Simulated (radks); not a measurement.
Results of a calculation; reference values are marked as such.
Problem. All-electron atom: In V in [Kr] 4d(up 4.75, down 4.25) (fractional occupations, a model configuration). Code: a radial shooting solver on a logarithmic mesh with Libxc functionals. Model: scalar-relativistic Kohn-Sham, SCAN, spin-polarised, spherical densities, finite nucleus; meta-GGA in the generalised Kohn-Sham scheme; Fermi nuclear charge, rms radius 4.6156 fm. Some entries of the table are withheld. Estimate them.

orbital  occ.  eigenvalue (hartree)  <r^2> (bohr^2)
1s up       1             -1023.659        0.001195
1s down     1             -1023.659        0.001195
2s up       1             -155.4108         0.01945
2s down     1             -155.4060         0.01945
2p up       3             -139.5425         0.01537
2p down     3             -139.5385         0.01537
3s up       1             -31.19645          0.1382
3s down     1             -31.19433          0.1382
3p up       3             -25.95350          0.1394
3p down     3             -25.95082          0.1394
3d up       5             -17.85059             (1)
3d down     5             -17.84587             (2)
4s up       1              -6.30575          0.8083
4s down     1              -6.28416          0.8080
4p up       3              -4.72692          0.9506
4p down     3              -4.70501          0.9508
4d up    4.75              -2.41784           1.429
4d down  4.25              -2.39703           1.434

Solution. 
(1) 3d up <r^2> (bohr^2): 0.1249
(2) 3d down <r^2> (bohr^2): 0.1249
